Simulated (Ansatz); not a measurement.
Ideal-gas functions of `[Cl][SnH]([Cl])[GeH3]` at 600 K and 1 bar, from an Ansatz frequency run at PBE0-D4/def2-TZVP.

Molar mass 266.26 g/mol, point group Cs (symmetry number 1), electronic degeneracy 1, moments of inertia 303.592, 557.475, 749.299 u Å². Harmonic wavenumbers (cm⁻¹, unscaled): 59, 62, 82, 112, 222, 367, 371, 438, 450, 559, 575, 768, 873, 873, 1952, 2164, 2179, 2190.

Use S(trans) = R[1.5 ln M + 2.5 ln T − 1.1517]; rotational temperatures θ = 24.2544 K / I; S(rot) = R[ln(√π/σ · √(T³/θAθBθC)) + 1.5]; for each mode x = 1.438777 ν̃/T, S = R[x/(eˣ − 1) − ln(1 − e⁻ˣ)] and H = RT x/(eˣ − 1); 1 cm⁻¹ = 0.0119627 kJ/mol; R = 8.31446 J/(mol·K).

Task: By hand: the entropy, in J/(mol·K).

Result: Translation 193.0. Rotation: θ = 0.0799, 0.0435, 0.0324 K, giving 134.8. Vibration, mode by mode: 24.58, 24.17, 21.85, 19.27, 13.65, 9.64, 9.56, 8.28, 8.07, 6.47, 6.27, 4.32, 3.54, 3.54, 0.44, 0.29, 0.28, 0.27, in all 164.5. Electronic 0.0. Sum 492.3 J/(mol·K).

Task: By hand: H − E and G − E in kJ/mol, counted from the electronic energy.

Result: Zero-point energy ½ × 14296 × 0.0119627 = 85.5; thermal vibration 43.7; translation, rotation and pV give 4 RT = 20.0. H − E = 149.2 kJ/mol, and G − E = 149.2 − 600 × 492.3/1000 = -146.2 kJ/mol.

Vibration gives 33 % of the entropy, 89.9 J/(mol·K) of it from the modes under 150 cm⁻¹: soft modes count most, and the harmonic formula is weakest for them.
